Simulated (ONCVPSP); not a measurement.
**iridium (Ir): ONCV pseudisation with PBE, scalar-relativistic reference atom.**

* Element: Ir
* Generator: ONCVPSP 4.0.1
* Type: optimised norm-conserving Vanderbilt (ONCV)
* Functional: PBE
* Relativity: scalar-relativistic
* Frozen core: [Kr] 4d10 4f14
* Valence charge: 17
* Reference configuration: 5s2 5p6 5d7 6s1.75 (charge +0.25)
* Partial waves: 5s+6s: rc 1.65 bohr, ncon 3, nbas 7, qcut 6.1 1/bohr, 2 projectors; 5p: rc 1.20 bohr, ncon 5, nbas 9, qcut 6.9 1/bohr, 2 projectors, debl 2.2 Ha; 5d: rc 2.35 bohr, ncon 5, nbas 10, qcut 6.7 1/bohr, 2 projectors, debl 1.6 Ha; f scattering state at 0.26 Ha: rc 2.15 bohr, ncon 4, nbas 8, qcut 4.8 1/bohr, 3 projectors, debl 3.2 Ha
* Local potential: polynomial inside 1.15 bohr (lpopt 1, dvloc0 6 Ha)
* Core correction: polynomial model core, fcfact 0.2

All-electron outer shells of the reference configuration (PBE, scalar-relativistic, ld1.x):

```csv
shell,level (eV),outermost node (bohr),outermost maximum (bohr)
5s,-99.95,0.50,0.89
4f,-64.15,–,0.39
5p,-56.67,0.54,1.01
5d,-9.09,0.59,1.29
6s,-8.06,1.17,2.38
```

Estimate the cutoffs (Ha) at which the residual kinetic energy of the hardest occupied pseudo-wave falls to 1 and 0.1 mHa per electron.

147 Ha and 179 Ha.

What does a ghost test show?

No bound ghost flagged; GHOST(+) flagged for f at 186.8 eV.

Which valence shell sets the plane-wave cutoff?

5p: 147 Ha for 1 mHa per electron, against 16 Ha for 5d.

Tests: 5s2 5p6 5d7 6s2; 5s2 5p6 5d7 6s1; 5s2 5p6 5d7 6s0; 5s2 5p5 5d7 6s2. Which has the largest error in its energy relative to the reference configuration, and how large is it?

5s2 5p5 5d7 6s2, with -111 meV (all-electron minus pseudo) on +59.15 eV.
